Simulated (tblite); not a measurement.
Species: C₃H₁₃Si₃ (doublet state).
Cartesian coordinates in Å at the GFN2-xTB level; atoms count from 1:
```
atom  x, y, z in Å
C1     2.958   -0.035    0.018
C2     1.487    0.154    0.363
Si3    0.335   -0.637   -0.922
C4    -1.485   -0.421   -0.402
Si5   -1.822   -1.361    1.215
Si6   -2.058    1.393   -0.328
H7     3.602    0.430    0.763
H8     3.183    0.406   -0.950
H9     3.205   -1.093   -0.030
H10    1.274    1.222    0.441
H11    1.298   -0.273    1.349
H12    0.591   -0.013   -2.232
H13    0.634   -2.075   -1.031
H14   -2.078   -0.909   -1.181
H15   -1.246   -0.726    2.399
H16   -3.239   -1.653    1.431
H17   -1.763    2.079   -1.589
H18   -1.379    2.085    0.770
H19   -3.505    1.437   -0.092
```

All values are computed: GFN2-xTB (tblite) harmonic vibrations without scaling, gas phase. The method is semi-empirical: single wavenumbers can be off by several per cent or more. Modes of hydrogen on silicon can be 10 to 20 % off. One conformer, not necessarily the lowest. Open shells enter through the occupations alone, without spin polarisation, and single modes of such species can be off by tens of per cent.

Harmonic wavenumbers (cm⁻¹): 44.6, 48.2, 99.2, 120.6, 128.4, 154.6, 160.3, 223.0, 233.4, 305.6, 457.8, 476.7, 489.9, 509.0, 541.6, 574.9, 611.4, 703.4, 738.5, 739.7, 758.1, 783.4, 793.5, 799.0, 802.7, 824.3, 841.8, 980.4, 1021.1, 1065.6, 1078.3, 1085.5, 1245.8, 1294.9, 1420.6, 1487.1, 1514.0, 1515.4, 2167.0, 2190.2, 2230.7, 2236.9, 2244.5, 2246.4, 2256.2, 2919.4, 2968.5, 2983.0, 3006.1, 3027.8, 3035.5.

A = 2227, B = 1048, C = 863.5 MHz; mass 133.033 u (most abundant isotopes); point group C1, symmetry number 1; spin multiplicity 2.

Question: What is the zero-point energy?

Answer: ½Σν̃ = 30092 cm⁻¹ = 86.04 kcal/mol.

Question: Entropy at 400 K, 1 bar (ideal gas, RRHO, classical rotation)?

Answer: Translation 42.05, rotation 30.33, vibration 49.01, spin (R ln 2) 1.38: S = 122.8 cal/(mol K).

Question: And Cp and H(400 K) − H(0)?

Answer: Cp = 54.14 cal/(mol K), of which vibrations give 46.19 (their classical limit is 51 R = 101.3); H(400 K) − H(0) = 13.08 kcal/mol without the zero-point energy, 9.90 from vibrations.

Question: Which modes carry the vibrational entropy at 400 K?

Answer: 44.6 cm⁻¹: 5.63; 48.2 cm⁻¹: 5.47; 99.2 cm⁻¹: 4.05; 120.6 cm⁻¹: 3.66; 128.4 cm⁻¹: 3.54; 154.6 cm⁻¹: 3.18 cal/(mol K); the other 45 give 23.49 together.

Question: What must be added to the electronic energy to get the Gibbs energy at 400 K and 1 bar?

Answer: ZPE + [H(400 K) − H(0)] − T·S = 86.04 + 13.08 − 49.11 = 50.01 kcal/mol.

Question: How do the functions run with temperature in this model?

Answer: 
| T (K) | S (cal/(mol K)) | Cp (cal/(mol K)) | H − H(0) (kcal/mol) | G − H(0) (kcal/mol) | ln q(vib) |
| --- | --- | --- | --- | --- | --- |
| 50 | 61.6 | 15.1 | 0.54 | -2.54 | 0.75 |
| 100 | 74.4 | 21.9 | 1.48 | -5.96 | 2.39 |
| 298.15 | 108.3 | 44.4 | 8.04 | -24.25 | 8.99 |
| 373.15 | 119.1 | 51.8 | 11.66 | -32.79 | 11.37 |
| 500 | 135.7 | 61.8 | 18.89 | -48.97 | 15.27 |
| 750 | 163.6 | 75.8 | 36.22 | -86.50 | 22.40 |
| 1000 | 186.8 | 85.1 | 56.40 | -130.39 | 28.83 |

q(vib) and H(0) count from the zero-point level.

Hindered rotation and anharmonicity are outside this model. Other conformers, if any are populated, would add a mixing term that is left out. The structure is chiral; the term R ln 2 for an equal mix with its mirror image is left out.
